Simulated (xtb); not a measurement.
C2H9FOSi2, SMILES C[SiH2]CO[SiH2]F. All values are semi-empirical tight-binding results from xtb (GFN2-xTB unless named), good for trends rather than for accurate numbers. Coordinates come from a GFN2-xTB optimisation. This is a generated structure with no PubChem entry under its InChIKey; it may be hypothetical. Other conformers were not sampled.

Optimised geometry:

```xyz
15

C      2.7637    -0.6302     0.1355
Si     1.6219     0.3153    -1.0454
C      0.2956     1.2253    -0.0057
O     -0.4018     0.3623     0.8695
Si    -1.5674    -0.7085     0.6341
F     -2.8154    -0.0166    -0.1182
H      3.2943     0.0467     0.8005
H      3.5070    -1.2076    -0.4061
H      2.1948    -1.3182     0.7560
H      2.3411     1.3513    -1.7972
H      0.9559    -0.6041    -1.9755
H      0.7592     1.9876     0.6278
H     -0.4210     1.7390    -0.6533
H     -1.2333    -1.8088    -0.2580
H     -1.9634    -1.0027     1.9925
```

The orbital gap comes out as 5.74 eV. The dipole moment is 2.48 D and the zero-point energy comes out as 64.9 kcal/mol. The G − E(el) at 298.15 K (modified RRHO) is 42.6 kcal/mol. The static polarisability (D4 model) is 90.2 bohr³ and the solvation energy, GFN2-xTB/ALPB(water) is -0.6 kcal/mol. The solvation energy, GFN2-xTB/ALPB(octanol) is -3.5 kcal/mol.

Computed atomic charges and the Wiberg bond orders between heavy atoms:
charges (e) C1 -0.20, Si2 0.45, C3 -0.02, O4 -0.37, Si5 0.58, F6 -0.29, H7 0.04, H8 0.03, H9 0.04, H10 -0.09, H11 -0.08, H12 0.03, H13 0.01, H14 -0.08, H15 -0.07. Bond orders C1–Si2 0.94, Si2–C3 0.85, C3–O4 0.97, O4–Si5 1.21, Si5–F6 1.06.
